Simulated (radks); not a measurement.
Effect of the nuclear size on the argon ion Ar3+, [Ne] 3s2 3p3. Method: Dirac Kohn-Sham, exchange-only LDA, spin-unpolarised, spherical densities, finite nucleus; open shells fill j = l - 1/2 first; Fermi nuclear charge, rms radius 3.4274 fm; computed with a radial shooting solver on a logarithmic mesh with Libxc functionals. The rms radius is varied about that value; shifts are against it.

rms radius (fm)  total energy shift (eV)  density at nucleus (e/bohr^3)  1s1/2 shift (meV)  2s1/2 shift (meV)
2.9853                          -0.00446                           4324              -1.88             -0.140
3.1875                          -0.00250                           4318              -1.05             -0.078
3.4274                                 0                           4311              0.000              0.000
3.7667                           0.00383                           4303               1.61              0.120
3.9209                           0.00569                           4299               2.39              0.179

Slopes of the eigenvalues against <r^2> in GHz/fm^2, as finite differences over the two radii next to the reference (eigenvalue slopes, not the field-shift constants of lines): 1s1/2 160, 2s1/2 11.9.
